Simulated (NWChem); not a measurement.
BNH, doublet; SMILES [B]=N

All runs: NWChem. Pople sets run with spherical d functions. Spin-unrestricted. No stability test was run on the SCF state. B3LYP is NWChem's, with the RPA form of VWN correlation. Each level has its own optimisation; frequencies are unscaled.

```json
[
 {"level": "UHF/6-31G*", "r B–N (Å)": "1.228", "r H–N (Å)": "0.982", "highest harmonic frequency (cm⁻¹)": "4111", "lowest (cm⁻¹)": "580", "zero-point energy (kcal/mol)": "10.4"},
 {"level": "B3LYP/6-31G*", "r B–N (Å)": "1.241", "r H–N (Å)": "0.996", "highest harmonic frequency (cm⁻¹)": "3870", "lowest (cm⁻¹)": "461", "zero-point energy (kcal/mol)": "9.6"},
 {"level": "CAM-B3LYP/def2-SVP", "r B–N (Å)": "1.237", "r H–N (Å)": "1.000", "highest harmonic frequency (cm⁻¹)": "3870", "lowest (cm⁻¹)": "581", "zero-point energy (kcal/mol)": "10.0"},
 {"level": "PBE0-D3(BJ)/def2-TZVP", "r B–N (Å)": "1.234", "r H–N (Å)": "0.993", "highest harmonic frequency (cm⁻¹)": "3880", "lowest (cm⁻¹)": "455", "zero-point energy (kcal/mol)": "9.6"}
]
```
